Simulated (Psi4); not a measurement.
Conformational energy of SMILES N[SiH2][SiH2]S (H7NSSi2). Scanned: dihedral H5–N1–Si2–Si3; all other coordinates were relaxed at B3LYP-D3(BJ)/def2-SVP.

Geometry of the scan point at -150° (Å):
```
11

N     -1.0316     3.6608     1.9580
Si     0.0790     2.4650     2.5538
Si     0.4763     2.9482     4.8188
S      2.1754     1.7447     5.4311
H     -1.6808     3.4356     1.2112
H     -0.7910     4.6466     1.9547
H      1.3971     2.3645     1.8431
H     -0.5989     1.1423     2.4269
H     -0.7249     2.6242     5.6456
H      0.7555     4.4068     5.0031
H      2.1104     2.0717     6.7434
```

Calculation: DF-MP2 (frozen core)/cc-pVTZ // B3LYP-D3(BJ)/def2-SVP (Psi4).

Scanned values (°): -150, -120, -90, -60, -30, 0, 30, 60, 90, 120, 150, 180.

**Question.** Locate the minima and the barriers on this grid.

**Answer.** Lower than their neighbours: -60° (0.0 kJ/mol), 60° (0.0 kJ/mol), 180° (0.4 kJ/mol). Higher than their neighbours: -90° (3.4 kJ/mol), 0° (4.5 kJ/mol), 120° (3.4 kJ/mol). The whole profile spans 4.5 kJ/mol.
